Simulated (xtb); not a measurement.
F2Mg, singlet, at a GFN2-xTB geometry (such geometries of metal compounds can be far from the true shape). Base run: GFN2-xTB in xtb.

xtb was given this input:
```
$ xtb mol.xyz --gfn 2 --json

# file mol.xyz
3

Mg     0.40305854    -0.05533096    -0.13647722
F     -0.45725792     1.18552207    -0.93154954
F     -0.08015346    -1.11174745     1.11351917
```

Each row names what was changed in the base input (with any setting that the change needs).

| change | ΔE vs base (kcal/mol) | HOMO-LUMO gap (eV) | dipole (D) | G_solv (kcal/mol) | SCF cycles |
|---|---|---|---|---|---|
| base | 0.000 | 2.73 | 3.76 | - | 18 |
| acc = 0.0001 | 0.000 | 2.73 | 3.76 | - | 23 |
| gbsa = methanol | -0.90 | 2.78 | 3.82 | -0.99 | 16 |
| etemp = 10000 | -25.93 | 3.50 | 2.64 | - | 18 |
| alpb = acetonitrile | -3.48 | 2.77 | 3.81 | -3.53 | 16 |

ALPB and GBSA are two models with their own fitted parameters for each solvent, which aren't always the measured dielectric constant.
